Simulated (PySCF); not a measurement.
CdTe, SMILES [Cd]=[Te].

Coordinates come from a PBE0-D3(BJ)/def2-TZVP optimisation. The def2 effective core potentials stand for the cores of Cd, Te; spin–orbit coupling is left out.

Level of theory: TDDFT-ωB97X/def2-TZVPD (PySCF).

Vertical excitations; the highest root listed may be one member of a degenerate set.  State labels are in the subgroup C2v.

Computed UV-visible absorptions:
```json
[
 {"state": "S1", "symmetry": "B2", "energy (eV)": "0.60", "λ (nm)": "2079", "f": "0.001", "main pairs": "HOMO→LUMO (degenerate set)"},
 {"state": "S2", "symmetry": "B1", "energy (eV)": "0.60", "λ (nm)": "2079", "f": "0.001", "main pairs": "HOMO−1→LUMO (degenerate set)"},
 {"state": "S3", "symmetry": "A1", "energy (eV)": "3.58", "λ (nm)": "346", "f": "0.111", "main pairs": "HOMO−2→LUMO 69 %, HOMO−1→LUMO+1 15 %, HOMO→LUMO+2 15 %"},
 {"state": "S4", "symmetry": "A2", "energy (eV)": "4.05", "λ (nm)": "306", "f": "0.000", "main pairs": "HOMO−1→LUMO+2 49 %, HOMO→LUMO+1 49 %"},
 {"state": "S5", "symmetry": "A2", "energy (eV)": "4.12", "λ (nm)": "301", "f": "0.000", "main pairs": "HOMO→LUMO+1, HOMO−1→LUMO+2 (degenerate set)"},
 {"state": "S6", "symmetry": "A1", "energy (eV)": "4.12", "λ (nm)": "301", "f": "0.000", "main pairs": "HOMO−1→LUMO+1, HOMO→LUMO+2 (degenerate set)"},
 {"state": "S7", "symmetry": "A1", "energy (eV)": "5.51", "λ (nm)": "225", "f": "1.140", "main pairs": "HOMO→LUMO+2 32 %, HOMO−1→LUMO+1 32 %, HOMO−2→LUMO 28 %"},
 {"state": "S8", "symmetry": "B1", "energy (eV)": "5.74", "λ (nm)": "216", "f": "0.095", "main pairs": "HOMO−1→LUMO+6, HOMO−1→LUMO+3 (degenerate set)"},
 {"state": "S9", "symmetry": "B2", "energy (eV)": "5.74", "λ (nm)": "216", "f": "0.095", "main pairs": "HOMO→LUMO+6, HOMO→LUMO+3 (degenerate set)"},
 {"state": "S10", "symmetry": "B2", "energy (eV)": "6.30", "λ (nm)": "197", "f": "0.046", "main pairs": "HOMO→LUMO+3 47 %, HOMO→LUMO+6 36 %, HOMO→LUMO+10 9 %"},
 {"state": "T1", "symmetry": "B2", "energy (eV)": "0.23", "λ (nm)": "5507", "f": "0", "main pairs": "HOMO→LUMO (degenerate set)"},
 {"state": "T2", "symmetry": "B1", "energy (eV)": "0.23", "λ (nm)": "5507", "f": "0", "main pairs": "HOMO−1→LUMO (degenerate set)"},
 {"state": "T3", "symmetry": "A1", "energy (eV)": "2.28", "λ (nm)": "544", "f": "0", "main pairs": "HOMO−2→LUMO 98 %"},
 {"state": "T4", "symmetry": "A1", "energy (eV)": "3.89", "λ (nm)": "319", "f": "0", "main pairs": "HOMO−1→LUMO+1 48 %, HOMO→LUMO+2 48 %"}
]
```
Triplets are in the Tamm–Dancoff approximation, which puts them higher than full response would, so one can lie above its singlet here.
